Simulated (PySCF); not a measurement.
**Interval between two levels of Ti⁺ by level of theory**

Ti⁺ [Ar] 3d2 4s1 [4F9/2, M_J = 9/2] → Ti⁺ [Ar] 3d1 4s2 [2D5/2, M_J = 5/2], as a difference of total energies. All numbers are calculated (PySCF 2.14, the two-component X2C-1e Hamiltonian, in x2c-TZVPall-2c (6s7p4d1f, 54 functions)). Correlated levels: [Ne] frozen; the 6 highest virtual spinors dropped. "Screened" scales the spin-orbit matrix elements by Boettger's factors to mimic the two-electron term; Breit and QED terms are absent.

```
                    method  interval between two levels (cm⁻¹)
           GHF (spin-free)                               30512
          GMP2 (spin-free)                               24497
 GHF (screened spin-orbit)                               30480
GMP2 (screened spin-orbit)                               24462
```

Errors of the correlated levels include the incompleteness of this basis and the frozen core.

The labels give the starting determinants; with spin-orbit coupling the two ends relaxed to ⟨J²⟩ = 24.75, ⟨L²⟩ = 12.00, ⟨S²⟩ = 3.75 and ⟨J²⟩ = 8.77, ⟨L²⟩ = 6.02, ⟨S²⟩ = 0.75.

For comparison: 24799 cm⁻¹ (measured; NIST Handbook of Basic Atomic Spectroscopic Data (Sansonetti and Martin, J. Phys. Chem. Ref. Data 34, 1559 (2005))).
